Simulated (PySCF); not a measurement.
BeCl$_{2}$, singlet, geometry from GFN2-xTB (such geometries of metal compounds can be far from the true shape). Base run: PBE/def2-SVP, polarisability run with PySCF.

Here is a job for PySCF.
```python
from pyscf import gto, scf, dft
from pyscf.prop import polarizability

mol = gto.Mole()
mol.atom = '''
    Be    0.000000    0.000000    0.000000
    Cl    0.000000    0.000000    1.762967
    Cl   -0.000000   -0.000000   -1.762967
'''
mol.basis = 'def2-svp'
mol.charge = 0
mol.spin = 0
mol.verbose = 3
mol.build()

mf = dft.RKS(mol)
mf.xc = 'pbe'
mf.kernel()
alpha = mf.Polarizability().polarizability()[2, 2]
print('alpha_zz =', alpha)
```

Variants of this job, named by their change:

| change | alpha_zz (bohr³) | basis functions |
|---|---|---|
| base | 46.51 | 45 |
| basis = def2-TZVPD | 56.73 | 114 |
| finite field (a.u.) = 2e-4; conv_tol = 1e-6 | 46.50 | 45 |
| finite field (a.u.) = 0.02; conv_tol = 1e-11 | 46.56 | 45 |
| functional = hf | 38.21 | 45 |
| basis = cc-pVTZ | 52.08 | 98 |
| basis = def2-SVPD | 56.00 | 66 |
| basis = 6-31G | 50.01 | 35 |
| functional = pbe0 | ? | 45 |
| finite field (a.u.) = 0.005; conv_tol = 1e-11 | 46.51 | 45 |
| basis = STO-3G | 33.91 | 23 |
| functional = camb3lyp | ? | 45 |

Question: Some entries are withheld; supply them.

Answer: 
- functional = pbe0, alpha_zz (bohr³): 43.94
- functional = camb3lyp, alpha_zz (bohr³): 43.17

Finite-field rows take the second difference of the energy in a field along z; a small field with loose convergence shows SCF noise divided by the square of the field, and a large one adds hyperpolarisability.
